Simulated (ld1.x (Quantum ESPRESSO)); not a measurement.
An all-electron radial function and its pseudo partner (chromium)

Columns: radius, all-electron u(r) and pseudo u(r) of the 4p shell (level -0.85 eV) of chromium in the configuration [Ne] 3s2 3p6 3d6 4s0 4p0; PBE, scalar-relativistic, ultrasoft scheme, ld1.x (Quantum ESPRESSO) 7.5.

| r (bohr) | all-electron | pseudo |
| --- | --- | --- |
| 0.145 | 0.0756 | -0.0223 |
| 0.290 | 0.0209 | -0.0780 |
| 0.435 | -0.0672 | -0.1400 |
| 0.580 | -0.1203 | -0.1800 |
| 0.725 | -0.1318 | -0.1821 |
| 0.870 | -0.1131 | -0.1488 |
| 1.015 | -0.0771 | -0.0953 |
| 1.160 | -0.0328 | -0.0383 |
| 1.305 | 0.0141 | 0.0135 |
| 1.450 | 0.0604 | 0.0604 |
| 1.595 | 0.1043 | 0.1043 |
| 1.740 | 0.1451 | 0.1451 |
| 1.885 | 0.1824 | 0.1824 |
| 2.030 | 0.2163 | 0.2163 |
| 2.175 | 0.2467 | 0.2467 |
| 2.320 | 0.2739 | 0.2739 |
| 2.465 | 0.2981 | 0.2981 |
| 2.610 | 0.3194 | 0.3194 |
| 2.755 | 0.3381 | 0.3381 |
| 2.900 | 0.3543 | 0.3543 |
| 3.045 | 0.3682 | 0.3682 |
| 3.190 | 0.3801 | 0.3801 |
| 3.335 | 0.3900 | 0.3900 |
| 3.480 | 0.3981 | 0.3981 |
| 3.625 | 0.4046 | 0.4046 |
| 3.770 | 0.4097 | 0.4097 |

Problem. How many radial nodes do the two functions have?

Solution. The all-electron 4p function has n − l − 1 = 2; the pseudo-wave has 1, since 1 lower shell of the same l stays in the valence.

Problem. At about which radius was the pseudo-wave matched?

Solution. 1.50 bohr, where the columns begin to agree (steps of 0.14 bohr).

Problem. Is the pseudo-wave norm-conserving?

Solution. No, it belongs to an ultrasoft set: the norm inside the radius is not constrained, and the difference is carried by the augmentation charge.
